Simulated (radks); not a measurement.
The numbers below are computed, except where a source is named.
Problem. Coherent X-ray form factor from a spherical all-electron density. Level of theory: scalar-relativistic Kohn-Sham, LDA (Slater exchange, Perdew-Wang correlation), spin-polarised, spherical densities, finite nucleus; Fermi nuclear charge, rms radius of each element as measured or else 0.836 A^(1/3) + 0.57 fm (a radial shooting solver on a logarithmic mesh with Libxc functionals).

sin(theta)/lambda (1/angstrom),f0 (electrons)
0.05,73.813
0.1,70.834
0.15,67.115
0.2,63.317
0.25,59.663
0.3,56.196
0.4,49.857
0.5,44.343
0.6,39.601
0.8,31.944
1,26.131
1.25,20.994
1.5,17.716
2,13.987

The species is in the configuration that NIST lists as its ground one. Which atom or ion scatters so?

Solution. Neutral rhenium, [Xe] 4f14 6s2 5d(up 4.75, down 0.25). Extrapolating in s^2 from the first two rows gives f0(0) = 74.8, near the electron count 75; among species with that count, the fall with angle is slower the higher Z, and the table is that of Z = 75; from so few rows the species is fixed only to a neighbour or two.
